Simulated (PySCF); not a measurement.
Ga(F)2(SeH) (F2GaHSe), SMILES [F][Ga]([F])[SeH]. Atoms are numbered in the order given.

```xyz
5

Ga     0.0030     0.7482     0.0000
F      1.4496     1.7182     0.0000
F     -1.4928     1.6440     0.0000
Se     0.0504    -1.5261     0.0000
H     -1.4168    -1.5657     0.0000
```
Charge 0, spin multiplicity 1.

Geometry optimised at ωB97X-D3(BJ)/def2-SVP. The structure was generated by enumeration; whether it is a known compound was not checked. Other conformers were not sampled.

Two levels are set side by side: PBE/pcSseg-1 (PySCF) and KT2/pcSseg-1 (PySCF). GIAO shifts against CFCl3 (¹⁹F), Me2Se (⁷⁷Se), TMS (¹H) at the same level; non-relativistic, no solvent, atoms listed together averaged. Differences are taken from unrounded values.

```tsv
quantity	KT2	PBE	PBE minus KT2
δ(⁷⁷Se) of Se4 (ppm)	-503.0	-521.7	-18.7
δ(¹H) of H5 (ppm)	1.07	1.07	0.01
```

Rough cost on one machine, each run with all the roots and properties that it gave: KT2 against PBE within a factor of 2.
